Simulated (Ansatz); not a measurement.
Ideal-gas functions of C2H5FMg, SMILES `C[CH2][Mg][F]` at 298.15 K and 1 bar, from an Ansatz frequency run at PBE0-D4/def2-TZVP.

Molar mass 72.36 g/mol, point group Cs (symmetry number 1), electronic degeneracy 1, moments of inertia 19.243, 235.994, 249.077 u Å². Harmonic wavenumbers (cm⁻¹, unscaled): 85, 112, 227, 227, 448, 550, 758, 917, 951, 1020, 1175, 1253, 1404, 1444, 1490, 1502, 3018, 3024, 3060, 3076, 3099.

Use S(trans) = R[1.5 ln M + 2.5 ln T − 1.1517]; rotational temperatures θ = 24.2544 K / I; S(rot) = R[ln(√π/σ · √(T³/θAθBθC)) + 1.5]; for each mode x = 1.438777 ν̃/T, S = R[x/(eˣ − 1) − ln(1 − e⁻ˣ)] and H = RT x/(eˣ − 1); 1 cm⁻¹ = 0.0119627 kJ/mol; R = 8.31446 J/(mol·K).

Question: By hand: the entropy, in J/(mol·K).

Answer: Translation 162.3. Rotation: θ = 1.2604, 0.1028, 0.0974 K, giving 106.5. Vibration, mode by mode: 15.78, 13.53, 7.96, 7.96, 3.35, 2.28, 1.02, 0.55, 0.48, 0.36, 0.19, 0.14, 0.07, 0.06, 0.05, 0.05, 0.00, 0.00, 0.00, 0.00, 0.00, in all 53.8. Electronic 0.0. Sum 322.6 J/(mol·K).

Question: By hand: H − E and G − E in kJ/mol, counted from the electronic energy.

Answer: Zero-point energy ½ × 28840 × 0.0119627 = 172.5; thermal vibration 8.5; translation, rotation and pV give 4 RT = 9.9. H − E = 190.9 kJ/mol, and G − E = 190.9 − 298.15 × 322.6/1000 = 94.7 kJ/mol.

Vibration gives 17 % of the entropy, 29.3 J/(mol·K) of it from the modes under 150 cm⁻¹: soft modes count most, and the harmonic formula is weakest for them. The sum counts one conformer and one mirror image; others add a mixing term.
